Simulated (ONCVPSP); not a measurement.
## Scattering properties, ONCV potential for promethium

ONCVPSP 4.0.1 input, shortened (lines: element, Z, core and valence counts, functional; n l f; lmax; l rc ep ncon nbas qcut; lloc lpopt rc5 dvloc0; l nproj debl; icmod fcfact rcfact), LDA (Perdew-Wang 92), scalar-relativistic:

```
  Pm 61.00   10    4  -001012      upf
    1    0    2.00
    2    0    2.00
    2    1    6.00
    3    0    2.00
    3    1    6.00
    3    2   10.00
    4    0    2.00
    4    1    6.00
    4    2   10.00
    4    3    4.00
    5    0    2.00
    5    1    6.00
    5    2    1.00
    6    0    1.50
    2
    0    2.35    0.00    4    9    4.70
    1    2.15    0.00    3    6    6.30
    2    3.80    0.00    4    9    3.40
    4    5    2.10    2.00
    0    3    3.30
    1    1    2.00
    2    1    0.80
    3    1.50    1.50
```

The phase is arctan(r·R′/R) of the radial function R(r), unwrapped; energies in Ha, scanned from -3 to 5 Ha. A pole is an energy at which the radial function vanishes at the test radius. The pseudo phase is shifted by a multiple of π to meet the all-electron one at the reference energy, and phase errors are pseudo minus all-electron; the curves can meet again beyond the range given. Levels narrower than the energy grid can be missing from the lists of poles.

**Question.** For each channel, where are the poles, and over which energies does the pseudopotential scatter like the atom?

**Answer.**

| channel | radius (bohr) | reference energy (Ha) | poles, all-electron | poles, pseudo | unbroken range about the reference energy with phases within 0.05 rad | phase error 1 Ha above the reference energy (rad) |
| --- | --- | --- | --- | --- | --- | --- |
| s | 2.38 | -0.24 | -1.59, 3.00 | -1.59, 3.00 | the whole range | -0.000 |
| p | 2.18 | -1.04 | -0.45 | -0.46, 3.99 | below 0.7 | -0.008 |
| d | 3.85 | -0.21 | -0.09, 1.35, 3.70 | -0.09, 1.54, 3.75 | below 0.2 | +0.085 |

Phases in the s channel:

| E (Ha) | all-electron | pseudo |
| --- | --- | --- |
| -2.98 | 1.274 | 1.274 |
| -2.54 | 1.171 | 1.171 |
| -2.10 | 0.578 | 0.578 |
| -1.66 | -1.514 | -1.514 |
| -1.22 | -1.746 | -1.746 |
| -0.78 | -1.885 | -1.885 |
| -0.34 | -2.094 | -2.094 |
| 0.10 | -2.644 | -2.644 |
| 0.54 | -3.781 | -3.781 |
| 0.98 | -4.305 | -4.305 |
| 1.42 | -4.492 | -4.492 |
| 1.86 | -4.586 | -4.586 |
| 2.30 | -4.646 | -4.646 |
| 2.74 | -4.690 | -4.690 |
| 3.18 | -4.727 | -4.727 |
| 3.62 | -4.763 | -4.763 |
| 4.06 | -4.803 | -4.804 |
| 4.50 | -4.856 | -4.858 |
| 4.94 | -4.942 | -4.948 |
